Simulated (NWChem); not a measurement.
Molecule: CH3F3Si; SMILES F[SiH2]C(F)F

```xyz
8

F     -0.9775    -1.6146     0.0000
Si     0.5118    -0.9757     0.0000
C      0.3695     0.9333     0.0000
F     -0.3056     1.3523    -1.1010
F     -0.3056     1.3523     1.1010
H      1.2210    -1.4023     1.2347
H      1.2210    -1.4023    -1.2347
H      1.3580     1.4357     0.0000
```
Atoms are numbered in this order, from 1.

Program: NWChem. Geometry: optimised at PBE0/def2-SVP. Atomic charges in e: unrestrained fits to the electrostatic potential beside Mulliken populations; buried atoms are poorly determined by the fit.

Question: What does the run give for B3LYP/def2-SVP? Quantities: ESP F1; Mulliken F1; ESP Si2; Mulliken Si2; ESP C3; Mulliken C3; ESP F4; Mulliken F4; ESP F5; Mulliken F5; relative RMS misfit of the potential (%).

Answer: The ESP F1 is -0.26 and the Mulliken F1 is -0.33. The ESP Si2 comes out as 0.57. The Mulliken Si2 is 0.70 and the ESP C3 comes out as 0.42. The Mulliken C3 is 0.27. The ESP F4 comes out as -0.24. The Mulliken F4 comes out as -0.23 and the ESP F5 is -0.24. The Mulliken F5 is -0.23 and the relative RMS misfit of the potential (%) comes out as 24.
